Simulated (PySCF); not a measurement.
**Substituent chemical shifts**

Parent skeleton `[BH3-:1][N+:2]#[C:3][CH3:4]`; one hydrogen on atom 4 is replaced by X. Hydrogens on one atom are averaged.

No solvent model, single conformer, non-relativistic Hamiltonian, rapidly exchanging positions averaged. PBE0/pcSseg-1 with gauge-including orbitals; PBE0-D3(BJ)/def2-SVP geometry; PySCF 2.14.

References, each an isolated molecule treated in the same way: BF3·OEt2 for ¹¹B; ¹⁵N vs NH3; ¹³C and ¹H vs TMS.

Parent (X = H): B1 -36.4, N2 238.2, C3 113.1, C4 2.2, H(B1) 2.13, H(C4) 2.18 ppm. Effects are Δδ = δ(X) − δ(H), positive for deshielding.

Known members:
```tsv
X	B1	N2	C3	C4	H(B1)	H(C4)
COCF3	-0.1	+16.0	-5.4	+25.4	+0.15	+1.70
CH3	+0.1	-1.0	+4.0	+10.8	+0.00	+0.21
BF2	+0.1	+2.4	-1.7	+0.8	+0.04	+0.08
```

Four more derivatives gave (Δδ, ppm):
```json
{"compound": "1", "B1": "-0.1", "N2": "+3.8", "C3": "+1.0", "C4": "+10.6", "H(B1)": "+0.05", "H(C4)": "+0.46"}
{"compound": "2", "B1": "-0.2", "N2": "+8.2", "C3": "-2.6", "C4": "+23.6", "H(B1)": "+0.09", "H(C4)": "+0.66"}
{"compound": "3", "B1": "+0.1", "N2": "+1.1", "C3": "+0.6", "C4": "+22.5", "H(B1)": "+0.01", "H(C4)": "+0.96"}
{"compound": "4", "B1": "-0.4", "N2": "+15.9", "C3": "-3.9", "C4": "+49.0", "H(B1)": "+0.19", "H(C4)": "+2.46"}
```

Q: Their substituents are CH2CF3, CHF2, OCF3, vinyl. Which is which?

A: 1: X = CH2CF3 ([BH3-][N+]#CCCC(F)(F)F); 2: X = CHF2 ([BH3-][N+]#CCC(F)F); 3: X = vinyl ([BH3-][N+]#CCC=C); 4: X = OCF3 ([BH3-][N+]#CCOC(F)(F)F).

Experimental scales use liquid or dissolved standards, which lie at an offset from isolated NH3 (liquid NH3: subtract about 20 ppm). Unscaled 15N shifts of sp2 nitrogen come out 20 to 40 ppm too high even then.
